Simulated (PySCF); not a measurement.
Run record: geometry optimisation, `O[Si@@H]([SeH])C1CC1`.

Computed with PBE0-D3(BJ)/def2-SVP geometry optimisation, gas phase (PySCF 2.14.0). Start geometry: GFN2-xTB. The input is one job of a driver script: a line of settings, then coordinates in Å.

Input:
```
{"job": {"xc": "PBE0", "basis": "def2-SVP", "d3": "d3bj", "grid": 1, "maxiter": 30, "shake": 0.01, "kind": "geom"}, "charge": 0, "multiplicity": 1}
O      2.057740     0.082100     1.608000
Si     1.031720     0.626580     0.437010
Se     1.812020    -0.026700    -1.637980
C     -0.682810    -0.028950     0.574940
C     -1.259400    -1.061820    -0.391830
C     -1.741320     0.356560    -0.459990
H      2.283560    -0.814100     1.702730
H      1.183730     2.079850     0.557880
H      3.123320     0.559720    -1.425720
H     -1.089870    -0.103170     1.604190
H     -1.930000    -1.817100     0.012510
H     -0.602180    -1.411960    -1.164950
H     -2.768420     0.589840    -0.137800
H     -1.425250     0.954080    -1.286760
```

Output:
```
step   0  E = -2884.30459701  max force = 0.036123
step   1  E = -2884.30906325  max force = 0.008797
step   2  E = -2884.30955740  max force = 0.002677
step   3  E = -2884.30967301  max force = 0.002296
step   4  E = -2884.30973731  max force = 0.001718
step   5  E = -2884.30977048  max force = 0.001224
step   6  E = -2884.30978791  max force = 0.000856
step   7  E = -2884.30979533  max force = 0.000884
step   8  E = -2884.30979713  max force = 0.000374
optimisation converged
```

Energies in Eh; «max force» is the largest Cartesian gradient component in Eh/bohr.

Problem. How much energy does the optimisation release, in eV?

Solution. E(step 0) − E(last step) = 0.005200 Eh, which is 0.142 eV.

Problem. Give the first gradient maximum in eV/Å.

Solution. With 1 Eh/bohr = 51.422 eV/Å, 1.858 eV/Å.

In short: final energy -2884.30980 Eh after 8 steps; dipole 1.31 D.

Problem. Estimate the wall time. Hardware: one thread of an Arm Neoverse V1, shared host with 32 logical CPUs at a one-minute load of 28. And the peak memory of the process?

Solution. About 1.7 min, with 0.58 GiB resident at the peak, the Python interpreter and its libraries included.
Labels such as C1 count atoms from 1, the log's own numbers from 0.
